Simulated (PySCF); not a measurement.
Excitation energy of Pt by level of theory

Pt [Xe] 4f14 5d9 6s1 (3D) → Pt [Xe] 4f14 5d8 6s2 (3F), as a difference of total energies. All numbers are calculated (PySCF 2.14, the spin-free X2C one-electron Hamiltonian (Gaussian nucleus), in x2c-TZVPPall with one added diffuse shell each of s, p, d, f type (12s8p8d4f1g, 113 functions)). Correlated levels: valence: [Xe] 4f14 frozen; valence and next inner shell: [Kr] 4d10 4f14 frozen. The calculations carry no spin-orbit coupling.

| method | excitation energy (eV) | error (eV) |
| --- | --- | --- |
| UHF | 0.326 | -0.071 |
| LDA | 0.685 | +0.288 |
| PBE | 0.566 | +0.169 |
| PBE0 | 0.590 | +0.193 |
| r2SCAN | 0.328 | -0.069 |
| MP2 (valence) | 0.627 | +0.230 |
| SCS-MP2 (valence) | 0.495 | +0.098 |
| MP2 (valence and next inner shell) | 0.545 | +0.148 |
| SCS-MP2 (valence and next inner shell) | 0.386 | -0.011 |

Reference: 0.397 eV (measured; NIST levels, between the centres of gravity of the two terms).

Errors of the correlated levels include the incompleteness of this basis and the frozen core.
